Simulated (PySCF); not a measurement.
# Mo: excitation energy

Mo [Kr] 4d5 5s1 (7S) → Mo [Kr] 4d4 5s2 (5D), as a difference of total energies. Calculation: PySCF 2.14, in cc-pVTZ-PP with ECP28MDF (5s5p4d2f1g, 63 functions); scalar relativity through the core potential. Correlated levels: valence: 4s2 4p6 frozen. The calculations carry no spin-orbit coupling.

| method | excitation energy (cm⁻¹) |
| --- | --- |
| UHF | 17784 |
| LDA | 15208 |
| PBE | 16243 |
| PBE0 | 16823 |
| r2SCAN | 18818 |
| B2PLYP | 12068 |
| PBEsol | 16907 |
| revPBE | 16477 |
| r2SCAN0 | 18177 |
| MP2 (valence) | 14872 |
| SCS-MP2 (valence) | 8982.3 |
